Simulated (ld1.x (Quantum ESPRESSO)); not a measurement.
## platinum, PAW: configuration errors across variants

platinum, PAW, made with ld1.x (Quantum ESPRESSO) 7.5 (PBE, scalar-relativistic). Core [Kr] 4d10 4f14 5s2, reference 5p6 5d9 6s0 6p0 (charge +1). Waves: 6s (bound, empty): rcut 1.75, rcutus 2.10 bohr; 6s channel at 3.4 Ry: rcut 1.75, rcutus 2.10 bohr; 5p (bound): rcut 1.45, rcutus 1.90 bohr; 6p (bound, empty): rcut 1.45, rcutus 1.90 bohr; 5d (bound): rcut 1.30, rcutus 1.45 bohr; 5d channel at 0.5 Ry: rcut 1.30, rcutus 1.45 bohr; 5f channel at 0.35 Ry: rcut 1.65, rcutus 2.20 bohr; 5f channel at 2.45 Ry: rcut 1.65, rcutus 2.20 bohr. Local part: all-electron potential smoothed inside 1.50 bohr (lloc = -1). Core correction: Bessel-smoothed model core inside 0.80 bohr. Augmentation charge: BESSEL, radius 1.05 bohr.

All-electron excitation energies from the reference (eV): (1) 5p6 5d9 6s1 6p0 -9.194; (2) 5p6 5d8 6s0 6p0 19.966; (3) 5p6 5d7 6s0 6p0 52.182; (4) 5p6 5d8 6s1 6p0 1.973; (5) 5p5 5d9 6s1 6p0 52.957; (6) 5p6 5d8 6s1 6p1 -2.626; (7) 5p6 5d8 6s2 6p0 -8.189.

The overlap operator is not positive definite (basis up to 400 Ry) in “base”, “waves 5f channel at 0.35 Ry: rcut 1.65, rcutus 2.82 bohr; 5f channel at 2.45 Ry: rcut 1.65, rcutus 2.82 bohr”, “local potential all-electron potential smoothed inside 0.84 bohr (lloc = -1)”, “local potential all-electron potential smoothed inside 1.75 bohr (lloc = -1)”, “all radii but the core radius scaled by about 1.04 (s 2.18, p 1.96, d 1.50, f 2.28 bohr, rcut 1.82/1.50/1.34/1.70); local potential all-electron potential smoothed inside 1.56 bohr (lloc = -1); augmentation BESSEL, radius 1.08 bohr”, “waves 5d (bound): rcut 1.30, rcutus 1.82 bohr; 5d channel at 0.5 Ry: rcut 1.30, rcutus 1.82 bohr”. Such files are unfit for use, however small their errors in these radial tests.

Tests that are not counted but printed errors over 1 eV. “local potential all-electron potential smoothed inside 1.75 bohr (lloc = -1)”: 5p5 5d9 6s1 6p0 (solver errors, printed error -4.2 eV).

2 further variants failed, have other tests or another functional or relativity, and are left out.

A true bound ghost makes a file unfit for plane-wave use even where its test errors are small: the radial tests pick states by their node count and pass the ghost by. Where a test does run into it, the solver fails or the error is huge.

Errors AE − PS in meV (a dash: test not solved or not reliable):

```csv
change,(1),(2),(3),(4),(5),(6),(7),bound ghosts
base,+3.8,-3.8,-16,+1.9,-93,+3.6,+4.3,"s (p not tested, overlap not positive)"
"waves 5f channel at 0.35 Ry: rcut 1.65, rcutus 2.82 bohr; 5f channel at 2.45 Ry: rcut 1.65, rcutus 2.82 bohr",+3.8,-3.8,-16,+1.9,-93,+3.6,+4.3,"s (p not tested, overlap not positive)"
local potential all-electron potential smoothed inside 0.84 bohr (lloc = -1),+3.8,-17,-108,-0.2,-131,-4.6,+5.5,"s (p not tested, overlap not positive)"
local potential all-electron potential smoothed inside 1.75 bohr (lloc = -1),+3.4,-11,-67,+0.9,–,+17,+4.3,"s (p not tested, overlap not positive)"
"all radii but the core radius scaled by about 1.04 (s 2.18, p 1.96, d 1.50, f 2.28 bohr, rcut 1.82/1.50/1.34/1.70); local potential all-electron potential smoothed inside 1.56 bohr (lloc = -1); augmentation BESSEL, radius 1.08 bohr",+5.6,-1.5,-2.6,+7.0,-71,+9.9,+15,"s (p not tested, overlap not positive)"
"waves 5d (bound): rcut 1.30, rcutus 1.82 bohr; 5d channel at 0.5 Ry: rcut 1.30, rcutus 1.82 bohr",+6.1,-2.9,-14,+7.7,-64,+13,+16,"s (p not tested, overlap not positive)"
```

(1) Give the same row for: waves 5p (bound): rcut 1.45, rcutus 2.78 bohr; 6p (bound): rcut 1.45, rcutus 2.78 bohr.

## Answers

(1) +4.9, -8.4, -50, -0.5, -107, –, –; bound ghosts: s.
